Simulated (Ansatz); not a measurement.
Computed with Ansatz on PBE0-D4/def2-TZVP structures; ΔE is electronic, products minus reactants. CCSD(T)/CBS is the MP2 limit (def2-TZVPP, def2-QZVPP) plus CCSD(T) − MP2 in def2-TZVPP, frozen cores. Functionals use def2-TZVPP. B3LYP here is the variant with VWN-RPA as its local correlation; programs differ in this. Each species was taken in one conformer, which may not be the lowest.

`OB(F)O[SiH3]` + `CO[SiH3]` → `CO[SiH2]B(O)F` + `O[SiH3]`  (formal exchange of groups at a B–O bond)

`OB(F)O[SiH3]`:

Z-matrix (Å, degrees):
```
Si
O 1 1.655
H 1 1.484 2 110.2
H 1 1.484 2 110.2 3 -121.4
H 1 1.480 2 106.4 3 119.3
B 2 1.348 1 131.9 3 60.8
F 6 1.334 2 118.9 1 180.0
O 6 1.359 2 121.1 1 -0.0
H 8 0.960 6 113.4 2 180.0
```

`CO[SiH3]`:

Cartesian coordinates in Å:
```
C -0.136 1.269 -0.473
O 0.601 0.070 -0.520
Si 0.213 -1.237 0.396
H -1.180 1.111 -0.767
H 0.316 1.976 -1.171
H -0.119 1.713 0.529
H 1.203 -2.288 0.069
H -1.167 -1.709 0.089
H 0.270 -0.905 1.848
```

`CO[SiH2]B(O)F`:

```xyz
12

C    -0.420    0.854   -1.809
O    -0.400    0.082   -0.630
Si    0.745    0.262    0.556
B     0.123   -1.150    1.872
O    -0.970   -1.878    1.571
F     0.728   -1.409    3.025
H    -0.542    1.920   -1.584
H    -1.263    0.530   -2.422
H     0.502    0.722   -2.387
H     0.726    1.656    1.090
H     2.111    0.032    0.000
H    -1.339   -1.620    0.718
```

`O[SiH3]`:

Z-matrix (Å, degrees):
```
Si
O 1 1.648
H 1 1.489 2 111.7
H 1 1.489 2 111.7 3 120.9
H 1 1.481 2 105.9 3 -119.6
H 2 0.957 1 117.9 3 -60.5
```

```json
{"level": "PBE-D4", "ΔE (kJ/mol)": "126.4", "difference from CCSD(T)/CBS": "-19.5"}
{"level": "B3LYP-D4", "ΔE (kJ/mol)": "147.1", "difference from CCSD(T)/CBS": "1.2"}
{"level": "ωB97X-V", "ΔE (kJ/mol)": "143.6", "difference from CCSD(T)/CBS": "-2.3"}
{"level": "ωB97M-V", "ΔE (kJ/mol)": "147.9", "difference from CCSD(T)/CBS": "2.0"}
{"level": "PBE", "ΔE (kJ/mol)": "126.9", "difference from CCSD(T)/CBS": "-19.0"}
{"level": "PBE0", "ΔE (kJ/mol)": "138.2", "difference from CCSD(T)/CBS": "-7.7"}
{"level": "B3LYP", "ΔE (kJ/mol)": "147.7", "difference from CCSD(T)/CBS": "1.8"}
{"level": "MP2/def2-TZVPP", "ΔE (kJ/mol)": "151.4", "difference from CCSD(T)/CBS": "5.5"}
{"level": "SCS-MP2/def2-TZVPP", "ΔE (kJ/mol)": "154.2", "difference from CCSD(T)/CBS": "8.3"}
{"level": "CCSD/def2-TZVPP", "ΔE (kJ/mol)": "152.6", "difference from CCSD(T)/CBS": "6.7"}
{"level": "CCSD(T)/def2-TZVPP", "ΔE (kJ/mol)": "148.3", "difference from CCSD(T)/CBS": "2.4"}
{"level": "HF/def2-QZVPP", "ΔE (kJ/mol)": "179.5", "difference from CCSD(T)/CBS": "33.6"}
{"level": "MP2/def2-QZVPP", "ΔE (kJ/mol)": "150.4", "difference from CCSD(T)/CBS": "4.5"}
{"level": "SCS-MP2/def2-QZVPP", "ΔE (kJ/mol)": "153.4", "difference from CCSD(T)/CBS": "7.5"}
{"level": "HF/CBS(def2)", "ΔE (kJ/mol)": "179.7", "difference from CCSD(T)/CBS": "33.8"}
{"level": "MP2/CBS(def2)", "ΔE (kJ/mol)": "149.1", "difference from CCSD(T)/CBS": "3.2"}
{"level": "CCSD(T)/CBS", "ΔE (kJ/mol)": "145.9", "difference from CCSD(T)/CBS": "0"}
```

Largest T1 diagnostic among the species: 0.013.

From PBE to PBE0 (25 % exact exchange), in def2-TZVPP and without D4, ΔE moves by +11.3 kJ/mol. In def2-TZVPP, CCSD(T) changes the Hartree–Fock value by −30.2 kJ/mol (the triples alone add −4.4 kJ/mol) and MP2 by −27.0 kJ/mol.
